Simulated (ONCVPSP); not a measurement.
## Cutoff test, osmium, ONCV

Os, optimised norm-conserving Vanderbilt (ONCV), made with ONCVPSP 4.0.1 (LDA (Perdew-Zunger), scalar-relativistic). Core [Kr] 4d10 4f14, reference 5s2 5p6 5d7 6s1. Waves: 5s+6s: rc 1.80 bohr, ncon 4, nbas 7, qcut 7.2 1/bohr, 2 projectors; 5p: rc 1.50 bohr, ncon 4, nbas 9, qcut 11.8 1/bohr, 2 projectors, debl 2.2 Ha; 5d: rc 1.70 bohr, ncon 3, nbas 6, qcut 7.8 1/bohr, 2 projectors, debl 1.3 Ha. Local part: polynomial inside 1.05 bohr (lpopt 4, dvloc0 0 Ha). Core correction: none.

Question: For each optimised wave give the share of its norm inside rc, the residual kinetic energy above qcut (Ha) and the cutoffs (Ha) for errors of 10, 1, 0.1 and 0.01 mHa per electron.

Answer:

```tsv
wave	norm inside rc	residual KE	10 mHa	1 mHa	0.1 mHa	0.01 mHa
5s	0.979	1.2e-06	12.3	17.3	20.9	23.4
6s	0.094	4.4e-06	9.2	16.9	21.3	24.9
5p	0.811	6.8e-09	28.7	37.8	45.4	51.5
p projector 2	0.084	1.1e-09	23.6	34.7	43.2	50.2
5d	0.498	1.5e-07	12.9	17.2	20.9	23.9
d projector 2	0.183	2.1e-07	13.2	17.4	20.9	23.6
```

The occupied waves need 38 Ha and 45 Ha for 1 and 0.1 mHa. 1 of 4 tests not solved or not reliable.
